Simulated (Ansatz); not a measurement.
The same atomization along the group B, Al, Ga, In.

Program: Ansatz. Geometries: PBE0-D4/def2-TZVP. ΔE: electronic, gas phase. CCSD(T)/CBS is the MP2 limit (def2-TZVPP, def2-QZVPP) plus CCSD(T) − MP2 in def2-TZVPP, frozen cores. This one scheme is used for every species, atoms too. DFT in def2-TZVPP. B3LYP here is the variant with VWN-RPA as its local correlation; programs differ in this. Open shells (•) are unrestricted, without spin–orbit coupling. Spin–orbit coupling would lower the free atoms: a little for Al, B, C; clearly for Ga; strongly for In. def2 core potentials past Kr. For Ga, In outer-core shells are correlated without core-valence functions, so the limit isn't a true one: a few kJ/mol of doubt a bond, and 10 to 20 or more in all where bonds break to atoms. Scalar relativity is left out up to krypton. Each species was taken in one conformer, which may not be the lowest.

```
                                        reaction  ωB97X-V (kJ/mol)  revPBE-D4 (kJ/mol)  B3LYP-D4 (kJ/mol)  CCSD/CBS(def2) (kJ/mol)
                `CB(C)N` → B• + 2 C• + 8 H• + N•              4663                4635               4680                     4594
`[CH3][Al]([CH3])[NH2]` → Al• + 2 C• + 8 H• + N•              4325                4268               4326                     4272
`[CH3][Ga]([CH3])[NH2]` → Ga• + 2 C• + 8 H• + N•              4198                4140               4184                     4153
`[CH3][In]([CH3])[NH2]` → In• + 2 C• + 8 H• + N•              4048                3984               4028                     3998
```

**Question.** Give the CCSD(T)/CBS values in the same order. (An estimate is asked.)

**Answer.** Computed: 4645, 4321, 4204, 4052 kJ/mol.

Largest T1 diagnostic: 0.018, for Al•.

For atomizations the MP2-based limit and the directly extrapolated one differ by several kJ/mol either way, and by 10 to 25 for some Ge, Se and Sn compounds, so smaller differences from it don't rank the levels.
